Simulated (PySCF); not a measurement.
Exercise with solution: dipole moment from atomic charges

Si(CCH)(Cl)(H)2 (C2H3ClSi), SMILES C#C[SiH2]Cl. Atoms are numbered in the order given.

```xyz
7

Si     0.8181     0.0679     0.0000
Cl    -0.5687     1.5990     0.0000
C     -0.0474    -1.5401     0.0000
C     -0.6142    -2.6165     0.0000
H      1.6512     0.1861    -1.2248
H      1.6512     0.1861     1.2248
H     -1.1175    -3.5676     0.0000
```

Coordinates come from a PBE0-D3(BJ)/def2-SVP optimisation.

Charges (e) from M06-2X/def2-TZVPD (PySCF):

| atom | IAO | ESP fit |
|---|---|---|
| Si1 | 0.883 | 0.106 |
| Cl2 | -0.326 | -0.116 |
| C3 | -0.367 | 0.030 |
| C4 | -0.155 | -0.398 |
| H5 | -0.121 | 0.027 |
| H6 | -0.121 | 0.027 |
| H7 | 0.208 | 0.323 |

The dipole moment of the full density is 1.66 D.

Q: What dipole moment does each set of point charges give, and which comes closer to that of the density?

A: 
μ = Σ q r, and 1 e Å = 4.8032 D.
IAO: Σ q r = (0.388, -0.278, 0.000) e Å, |μ| = 2.29 D.
ESP fit: Σ q r = (0.124, -0.325, 0.000) e Å, |μ| = 1.67 D.
ESP fit comes closer in size. Point charges leave out the atoms' own dipoles (lone pairs, polarised bonds); fits to the potential absorb them, partitions of the density don't.
